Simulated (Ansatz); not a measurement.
A nudged elastic band was laid between two geometries of C2H7ISiSn (12 atoms, charge 0, multiplicity 1).

Computed with RKS B3LYP-D4/def2-SVP in Ansatz.

```yaml
movable_images: 9
climbing_image: yes
spring: 5.0 eV/Å²
optimiser: quadratic models (default)
start_path: IDPP
force_threshold: 0.05 eV/Å
iteration_limit: 60
end_points: relaxed
```

First end point:

```xyz
12
Properties=species:S:1:pos:R:3
C 1.403 0.809 -0.694
C 0.315 0.157 -0.247
Sn 0.348 -0.729 1.738
Si -1.191 0.019 -1.333
I -3.134 1.023 -0.155
H 1.431 1.292 -1.682
H 2.327 0.899 -0.109
H 2.006 -0.835 2.188
H -0.507 0.252 2.856
H -0.362 -2.293 1.679
H -1.001 0.749 -2.618
H -1.559 -1.399 -1.589
```

Last end point:

```xyz
12
Properties=species:S:1:pos:R:3
C 1.402 0.809 -0.693
C 0.315 0.156 -0.246
Sn 0.350 -0.730 1.738
Si -1.191 0.020 -1.333
I -3.136 1.025 -0.158
H 2.327 0.901 -0.109
H 1.429 1.293 -1.680
H 2.008 -0.834 2.187
H -0.505 0.250 2.857
H -0.359 -2.295 1.677
H -0.999 0.748 -2.618
H -1.563 -1.399 -1.587
```

Problem. Which bonds break or form, and what moves?

Solution. No bond is made or broken. The dihedral H6–C1–C2–Sn3 goes from -179 to 1°. The two ends are copies of one structure, up to a mirror image or an exchange of like atoms.

Problem. What energy profile does the band end with?

Solution. The forces met the threshold. The highest image is number 5 of 0 to 10, 2.41 eV above the ends, which have the same energy within 2 meV. A vibrational analysis at the climbing image gives one clearly imaginary mode, 660i cm⁻¹: a first-order saddle point.

```tsv
image	path coordinate (Å)	energy (eV)	dihedral H6–C1–C2–Sn3 (°)
0	0.00	0.00	-179
1	0.65	0.01	-179
2	1.31	0.17	173
3	1.96	0.74	154
4	2.61	1.75	132
5	3.27	2.41	115
6	3.97	1.86	81
7	4.67	0.85	48
8	5.37	0.21	21
9	6.07	0.01	3
10	6.77	0.00	1
```

Problem. What is the geometry of the highest image?

Solution. 
```xyz
12
Properties=species:S:1:pos:R:3:forces:R:3
C 1.429 0.843 -0.448 0.00 -0.01 0.00
C 0.426 0.015 -0.846 -0.03 0.02 -0.03
Sn 0.518 -0.820 1.347 0.01 0.00 0.01
Si -1.338 0.006 -1.220 0.02 -0.02 0.01
I -2.937 1.346 0.274 0.00 0.00 0.00
H 2.445 0.784 -0.886 0.01 -0.01 0.00
H 1.342 1.648 0.315 0.00 0.01 0.01
H 2.093 -1.433 1.649 0.00 0.00 0.00
H 0.079 0.373 2.493 0.00 0.00 0.00
H -0.593 -2.086 1.076 0.00 0.00 0.00
H -1.498 0.636 -2.557 0.00 0.00 0.00
H -1.890 -1.368 -1.164 0.00 0.00 0.00
```

Problem. What are the harmonic wavenumbers there?

Solution. 660i, 43, 66, 125, 162, 203, 277, 322, 349, 455, 472, 562, 635, 670, 706, 721, 750, 818, 907, 1060, 1087, 1466, 1604, 1912, 1921, 1953, 2241, 2265, 2931, 3023 cm⁻¹.

Run time: 5.8 min on 2 threads of AMD EPYC 9R45 96-Core Processor (Zen 5), with other jobs on the host, peak memory 0.48 GiB.
